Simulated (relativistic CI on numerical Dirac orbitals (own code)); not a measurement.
Hyperfine structure of Ni⁶⁺, mass number 61

Calculated at this level of theory: Dirac-Coulomb-Breit CI, orbitals from a KLI potential per configuration, a model potential for QED, unscaled Slater integrals (own radial code, finite nucleus).

Configurations in the expansion (outside the closed core [Ne]): 3s²3p⁶3d⁴, 3s²3p⁵3d⁵, 3s²3p⁶3d³4s, 3s²3p⁶3d³4p, 3s3p⁶3d⁵, 3s²3p⁶3d³4d, 3s²3p⁶3d³5s, 3s²3p⁶3d³4f, 3s²3p⁶3d³5p, 3s²3p⁶3d³5d, 3s²3p⁶3d³5f, 3s²3p⁶3d³5g, 3s²3p⁶3d²4s4p, 3s²3p⁶3d²4s², 3s²3p⁶3d4s²4p, 3s²3p⁶3d4s²4d, 3s²3p⁶3d4s²5s, 3p⁶3d⁶, 3p⁵3d⁷. Double excitations out of closed p, d and f shells are left out; levels of such configurations are missing from the list, as are those of other unlisted configurations, and high levels can miss mixing partners.

Nuclear spin I = 3/2, μ = -0.74965 μN, Q = 0.162 b (tables of Stone and Pyykkö). The electronic factors are computed for point nuclear moments, without core polarisation or the Bohr-Weisskopf and QED corrections.

```tsv
Level	E (eV)	A (MHz)	B (MHz)
3s²3p⁶3d⁴ ⁵D1	0.0331	-111	76
3s²3p⁶3d⁴ ⁵D2	0.0957	-156	47
3s²3p⁶3d⁴ ⁵D3	0.1826	-215.9	-54.2
3s²3p⁶3d⁴ ⁵D4	0.2889	-285.5	-220
3s²3p⁶3d⁴ ³H4	4.2345	-517.4	113
3s²3p⁶3d⁴ ³H5	4.3035	-451.2	118
3s²3p⁶3d⁴ ³H6	4.3724	-438	109
3s²3p⁶3d⁴ ³P1	4.4758	-206.1	-8.52
```

Levels with J = 0, under 50 % of one LS term, or S terms without an open s electron are left out. Small factors come from cancelling terms and can be off by tens of per cent or more.

At this charge configurations can still be misplaced by up to about 7 % of their energy. Terms inside the open d or f shell come out 10 to 20 % too wide with unscaled integrals. 40 of the 42 excited levels that our extract of the measured tables holds in this range could be paired (the sources list more); they are missed by 2103 cm⁻¹ on average and 4749 at most, and levels without a partner can miss by more.

(1) Give the hyperfine levels of 3s²3p⁶3d⁴ ⁵D3 relative to its centre of gravity.

Answers

(1) With K = F(F + 1) − I(I + 1) − J(J + 1), E = AK/2 + B[¾K(K + 1) − I(I + 1)J(J + 1)]/[2I(2I − 1)J(2J − 1)]: F = 3/2: 1263, F = 5/2: 763.8, F = 7/2: 27.12, F = 9/2: -985.1 MHz.
